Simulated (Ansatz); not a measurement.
[In(NH3)6]3+ (InN₆H₁₈³⁺). Total charge 3; triplet. Geometry r2SCAN-D4/def2-SVP, that of the charge +3 singlet; atoms count from 1.

```xyz
25

In    0.000    0.000    0.000
N    -0.457   -1.914    1.262
H     0.311   -2.599    1.291
H    -1.265   -2.461    0.935
H    -0.664   -1.734    2.254
N     0.449    1.928   -1.244
H    -0.357    2.558   -1.354
H     0.765    1.757   -2.209
H     1.183    2.531   -0.847
N     1.590   -1.187   -1.236
H     2.547   -1.142   -0.859
H     1.694   -0.877   -2.212
H     1.403   -2.196   -1.316
N    -1.593    1.206    1.214
H    -1.313    2.170    1.442
H    -1.843    0.797    2.125
H    -2.497    1.316    0.736
N     1.646    0.592    1.550
H     1.981   -0.190    2.130
H     1.354    1.302    2.235
H     2.506    0.983    1.139
N    -1.636   -0.624   -1.546
H    -1.875    0.105   -2.234
H    -2.543   -0.882   -1.132
H    -1.386   -1.438   -2.124
```

In the def2 sets In takes a core potential; there is no spin–orbit coupling. At PBE0-D4/def2-TZVP a singlet of charge 3 lies 6.72 eV below the triplet at the same geometry.

Estimate the Mulliken populations from the PBE0/def2-TZVP orbitals of Ansatz.


| atom | charge (e) | spin (α − β) |
| --- | --- | --- |
| In1 | 0.59 | 0.68 |
| N2 | -0.61 | 0.11 |
| H3 | 0.31 | 0.01 |
| H4 | 0.32 | 0.01 |
| H5 | 0.31 | 0.01 |
| N6 | -0.60 | 0.12 |
| H7 | 0.31 | 0.01 |
| H8 | 0.31 | 0.01 |
| H9 | 0.32 | 0.01 |
| N10 | -0.48 | 0.35 |
| H11 | 0.34 | 0.01 |
| H12 | 0.33 | 0.01 |
| H13 | 0.33 | 0.01 |
| N14 | -0.48 | 0.35 |
| H15 | 0.33 | 0.01 |
| H16 | 0.33 | 0.01 |
| H17 | 0.33 | 0.01 |
| N18 | -0.60 | 0.12 |
| H19 | 0.32 | 0.01 |
| H20 | 0.31 | 0.01 |
| H21 | 0.31 | 0.01 |
| N22 | -0.60 | 0.13 |
| H23 | 0.32 | 0.01 |
| H24 | 0.31 | 0.01 |
| H25 | 0.31 | 0.01 |
Mulliken values depend strongly on the basis.

Where does the spin sit?

Summed by element: In 0.68, N 1.19, H 0.13, of 2 unpaired in all. Largest on single atoms: In1 0.68, N10 0.35, N14 0.35.

And the Mayer bond orders between heavy atoms (over 0.3)?

In1–N2 0.33 (2.34 Å); In1–N6 0.33 (2.34 Å); In1–N18 0.33 (2.34 Å); In1–N22 0.33 (2.34 Å).
